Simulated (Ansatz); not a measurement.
Consider the ligand exchange at a Ga–O bond: `[NH2][GaH][O][SiH3]` + HBr → `[NH2][GaH][Br]` + silanol.

Gas-phase electronic energies from Ansatz, PBE0-D4/def2-TZVP geometries. CCSD(T)/CBS adds triple-zeta CCSD(T) − MP2 to the extrapolated MP2 energy (def2 sets, frozen cores). Functionals use def2-TZVPP. For Br, Ga outer-core shells are correlated without core-valence functions, which leaves a few kJ/mol of doubt a bond. Scalar relativity is left out up to krypton. One conformer a species, not always the lowest.

```csv
level,ΔE (kJ/mol)
BLYP-D4,-52.6
PBE-QIDH,-62.3
HF/def2-QZVPP,-61.7
CCSD/CBS(def2),-57.4
```

Problem. What does CCSD(T)/CBS give? (Best estimate.)

Solution. The calculation gave: -56.6 kJ/mol. The listed levels differ from it by 4.0, -5.7, -5.1, -0.8 kJ/mol.

Problem. What do rigid-rotor, harmonic-oscillator terms from PBE0-D4/def2-TZVP frequencies (298.15 K, 1 bar) make of the CCSD(T)/CBS value? (Best estimate.)

Solution. The calculation gave: ΔZPE = +10.6 kJ/mol, ΔH = -48.8 kJ/mol, ΔS = 4 J/(mol·K), ΔG = -50.1 kJ/mol. Modes under 50 cm⁻¹ make the entropy rough.

Largest T1 diagnostic among the species: 0.013.

In def2-TZVPP, CCSD(T) changes the Hartree–Fock value by +11.4 kJ/mol (the triples alone add +0.8 kJ/mol) and MP2 by +8.9 kJ/mol. From BLYP to BHLYP (50 % exact exchange), in def2-TZVPP and without D4, ΔE moves by −4.3 kJ/mol. At CCSD(T), def2-SVP lies +14.3 kJ/mol from the extrapolated value and def2-TZVPP +4.0 kJ/mol.
